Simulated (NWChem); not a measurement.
BNH₃ cation

```xyz
5

B      0.0000     0.0000    -0.7758
N      0.0000     0.0000     0.5444
H      0.0000     0.0000    -1.9486
H      0.0000     0.8564     1.1079
H      0.0000    -0.8564     1.1079
```
Atoms are numbered in this order, from 1.

All runs: NWChem. Geometry optimised at B3LYP/6-31G*; all other runs use it. Pople sets run with spherical d functions.

```tsv
quantity	level	value
charge (e), Mulliken B1	Hartree-Fock/6-31G*	0.67
first 1s excitation (eV), B K edge, unshifted	BHandHLYP/def2-TZVP, TDA	?
orbital gap (eV)	MPW1K/6-31G*	9.92
vertical, lowest triplet (eV)	B3LYP/def2-SVPD, TDA	?
highest harmonic frequency (cm⁻¹)	B3LYP/6-31G*	3521
```

Question: What belongs in the gaps?

Answer: 
- first 1s excitation (eV), B K edge, unshifted, value: 187.3
- vertical, lowest triplet (eV), value: 5.40
